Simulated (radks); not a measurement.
Task: The lithium anion Li-, [He] 2s2, held by a Watson sphere: a shell of charge +1 at radius R that stands for the Madelung well of a crystal (potential energy -1/R inside, -1/r outside, in hartree with lengths in bohr). Method: non-relativistic Kohn-Sham, PBEsol, spin-polarised, spherical densities, point nucleus; computed with a radial shooting solver on a logarithmic mesh with Libxc functionals. Response by self-consistent Sternheimer equations with the Hartree and adiabatic LDA kernel. The sphere does not respond.

R (bohr)  e(1s) (eV)  e(2s) (eV)  <r> 2s (bohr)  sum of <r^2> (bohr^2)  X-ray form factor at sin(theta)/lambda = 0.1 1/angstrom  alpha (bohr^3)
1.77         -54.144      -4.626          3.153                  24.44                                                    2.785           80.24
1.8          -53.959      -4.615          3.161                  24.56                                                    2.781           80.79
2.52         -51.324      -4.304          3.400                  28.01                                                    2.671           99.15
3.27         -50.367      -3.922          3.681                  32.54                                                    2.550           128.0

Estimate the row for R = 2.9 bohr.

Result: e(1s) (eV) -50.721; e(2s) (eV) -4.112; <r> 2s (bohr) 3.542; sum of <r^2> (bohr^2) 30.23; X-ray form factor at sin(theta)/lambda = 0.1 1/angstrom 2.609; alpha (bohr^3) 112.6.
